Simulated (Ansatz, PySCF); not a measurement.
Bonds broken one at a time in the series acetyl-X. All species are isolated molecules in the gas phase. One relaxed conformer stands for each flexible species; it need not be the lowest. Strings in code marks are SMILES.

Quantity: electronic energy of isomers of C2H3OS, doublet states, relative to `CC(=O)[S]`, in eV. HF references are unrestricted for open shells and restricted for singlets.

Level 1: frozen-core MP2/cc-pVTZ // PBE-D3(BJ)/def2-TZVP (Ansatz, a quantum-chemistry and plane-wave program)
Level 2: B3LYP/6-31G* // PBE-D3(BJ)/def2-TZVP (PySCF)
Level 3: PBE/6-31G* // PBE-D3(BJ)/def2-TZVP (PySCF)
Level 4: HF/3-21G // PBE-D3(BJ)/def2-TZVP (PySCF)

```json
[
 {"species": "`CS[C]=O` (C–S–C–O torsion 180°)", "level 2": "0.416", "level 3": "0.48", "level 4": "0.85"}
]
```

**Question.** What does level 1 give for each?

**Answer.** 
- `CS[C]=O` (C–S–C–O torsion 180°): 0.222
